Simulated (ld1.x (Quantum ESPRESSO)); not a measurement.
## Before and after: ultrasoft potential for Pt (Z = 78)

Pt, ultrasoft, made with ld1.x (Quantum ESPRESSO) 7.5 (PBEsol, scalar-relativistic). Core [Xe] 4f14, reference 5d10 6s0 6p0. Waves: 6s (bound, empty): rcut 1.80, rcutus 2.50 bohr; 6s channel at 0.2 Ry: rcut 1.80, rcutus 2.50 bohr; 6p (bound, empty): rcut 2.55, rcutus 2.85 bohr; 6p channel at 2.65 Ry: rcut 2.55, rcutus 2.85 bohr; 5d (bound): rcut 2.45, rcutus 2.65 bohr; 5d channel at 3.25 Ry: rcut 2.45, rcutus 2.65 bohr. Local part: all-electron potential smoothed inside 2.00 bohr (lloc = -2). Core correction: Bessel-smoothed model core, default radius (core density twice the valence density). Augmentation charge: PSQ, inside the norm-conserving radii.

Change: waves 6s (bound): rcut 1.80, rcutus 2.16 bohr; 6s channel at 0.2 Ry: rcut 1.80, rcutus 2.16 bohr.

Cutoffs: the cutoffs (Ry, on a coarse ladder) from which the occupation-weighted sum of valence levels, in a spherical-Bessel basis at the reference potential, stays within 10 and 1 mRy of its value at 400 Ry; they do not see the model core or the augmentation charge, which bear on the density cutoff. Errors are all-electron minus pseudo energies relative to the spin-unpolarised reference configuration.

Problem. How do hardness, ghosts and transferability respond?

Solution. The potential gets neither clearly harder nor softer (15 Ry and 25 Ry → 15 Ry and 25 Ry); the errors of the 7 common tests hardly move; the range in which the s phases agree narrows (upper end 2.7 → 0.9); neither file shows a bound ghost.

| quantity | base | changed |
| --- | --- | --- |
| cutoff, loose | 15 Ry | 15 Ry |
| cutoff, tight | 25 Ry | 25 Ry |
| bound ghosts | none | none |
| error for 5d9 6s1 6p0, meV [ΔE 0.01 eV] | -109 | -105 |
| error for 5d9 6s0 6p0, meV [ΔE 9.24 eV] | -43 | -43 |
| error for 5d8 6s0 6p0, meV [ΔE 29.23 eV] | -387 | -387 |
| error for 5d9 6s0.5 6p0, meV [ΔE 3.72 eV] | -70 | -68 |
| error for 5d7 6s0 6p0, meV [ΔE 61.48 eV] | -1541 | -1541 |
| error for 5d9.5 6s0.5 6p0, meV [ΔE -0.11 eV] | -23 | -22 |
| error for 5d8 6s2 6p0, meV [ΔE 1.00 eV] | -550 | -533 |
| s: phases at 3.12 bohr within 0.05 rad from the reference energy up to (Ry; the scan ends near 5) | 2.7 | 0.9 |
| p: phases at 3.12 bohr within 0.05 rad from the reference energy up to (Ry; the scan ends near 5) | 4.1 | 4.1 |
| d: phases at 3.12 bohr within 0.05 rad from the reference energy up to (Ry; the scan ends near 5) | to the end of the scan | to the end of the scan |
| lowest overlap eigenvalue by channel | s 0.38, p 0.59, d 0.78 | s 0.53, p 0.59, d 0.78 |
